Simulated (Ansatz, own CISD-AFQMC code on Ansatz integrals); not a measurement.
Isomers of C2H5N. All species are isolated molecules in the gas phase. One relaxed conformer stands for each flexible species; it need not be the lowest. Strings in code marks are SMILES.

Quantity: electronic energy of isomers of C2H5N relative to `[H]/N=C/C`, in eV. AFQMC values (own CISD-AFQMC code on Ansatz (a program for electronic structure) integrals) carry a statistical error of up to ±0.015 eV (one standard error) and the bias of the phaseless constraint.

Case: `C=CN`. Geometry of `C(=C)N` (neutral, multiplicity 1, Å):

```xyz
8

C     -1.0725    -0.1824     0.5039
C     -0.1361     0.2706    -0.3306
N      1.2380     0.1678    -0.1670
H     -0.8229    -0.7433     1.3967
H     -2.1158     0.0180     0.3146
H     -0.4231     0.8322    -1.2134
H      1.7819     0.1484    -1.0142
H      1.5504    -0.5115     0.5101
```

**Question.** Give the electronic energy of isomers of C2H5N relative to `[H]/N=C/C` at the level composite: frozen-core CCSD(T) with HF/cc-pVQZ and the correlation energy extrapolated as X^-3 from cc-pVTZ and cc-pVQZ, plus phaseless AFQMC minus CCSD(T) in cc-pVDZ // B3LYP-D3(BJ)/def2-TZVP (Ansatz).

**Answer.** 0.128 eV.
